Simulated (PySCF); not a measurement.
NICS in rings of unrelated molecules.

Probes without a nucleus sit at each ring's centroid and 1 Å off its mean plane on both sides; NICS is minus the shielding there, NICSzz its component along the normal. Level: GIAO PBE0/pcSseg-1 (PySCF, non-relativistic, gas phase) on the GFN2-xTB geometries, one conformer each. Atom numbers follow the mapped SMILES.

Question: Order these rings by mean NICS(1)zz, lowest (most negative) first (ppm).
A. ring C5–C6–C8 in `[CH3:1][C@@H:2]([O:3][SiH3:4])[C@@H:5]1[C@H:6]([F:7])[C@@H:8]1[F:9]`
B. ring C5–C6–C7–C8–C9–C10 in `[CH3:1][CH2:2]/[N:3]=[CH:4]/[c:5]1[cH:6][cH:7][cH:8][cH:9][cH:10]1`
C. ring P4–C5–C6–C7–C9–C10 in `[CH2:1]=[C:2]([CH3:3])[P@H+:4]1[CH:5]=[CH:6][C@@H:7]([CH3:8])[CH:9]=[CH:10]1` (charge +1)
D. ring C3–C4–C5–C6–C8–C9 in `[SiH3:1][PH:2][c:3]1[cH:4][cH:5][c:6]([Cl:7])[cH:8][cH:9]1`
E. ring C3–C4–C6–C8–P9 in `[CH2:1]=[CH:2][C:3]1=[C:4]([CH3:5])[C:6]([CH3:7])=[CH:8][P@@H+:9]1[CH3:10]` (charge +1)
F. ring C5–C6–C7–C9–C10–C11 in `[O-:1][c:2]1[cH:3][cH:4][c:5]2[cH:6][c:7]([F:8])[cH:9][cH:10][c:11]2[c:12]1[F:13]` (charge -1)
G. ring C4–C5–Si6–C7–C8 in `[CH2:1]=[N:2][CH2:3][C@@H:4]1[CH2:5][SiH2:6][CH:7]=[C:8]1[SiH3:9]`

Answer: B (-27.5), D (-25.7), F (-20.0), A (-15.0), G (-2.8), C (0.8), E (2.2).

```tsv
SMILES	ring	NICS(0)	NICS(1)	NICS(1)zz	HOMA	rms pucker (Å)	ring atoms with four or more neighbours
CC/N=C/c1ccccc1	6-membered carbocycle; formal bonds all aromatic	-7.8	-11.0	-27.5	0.99	0.00	0
[SiH3]Pc1ccc(Cl)cc1	6-membered carbocycle; formal bonds all aromatic	-8.5	-10.6	-25.7	0.99	0.00	0
[O-]c1ccc2cc(F)ccc2c1F	6-membered carbocycle; formal bonds all aromatic	-8.3	-9.0	-20.0	0.82	0.00	0
C[C@@H](O[SiH3])[C@@H]1[C@H](F)[C@@H]1F	3-membered carbocycle; formal bonds all single	-30.0	-7.3	-15.0	–	0.00	3
C=NC[C@@H]1C[SiH2]C=C1[SiH3]	5-membered ring with Si; formal bonds 1 double, 4 single	-1.9	-3.3	-2.8	–	0.09	3
C=C(C)[P@H+]1C=C[C@@H](C)C=C1	6-membered ring with P; formal bonds 2 double, 4 single	0.4	-2.0	0.8	–	0.01	2
C=CC1=C(C)C(C)=C[P@@H+]1C	5-membered ring with P; formal bonds 2 double, 3 single	0.1	-2.8	2.2	–	0.01	1
```

NICS(0) gives another order. The isotropic NICS(1) gives another order. HOMA uses Krygowski's 1993 parameters; it is left out where a ring has a four-coordinate atom, a triple bond, no multiple bond or a kind of bond without parameters. NICS(1) and NICS(1)zz are means over the two faces.
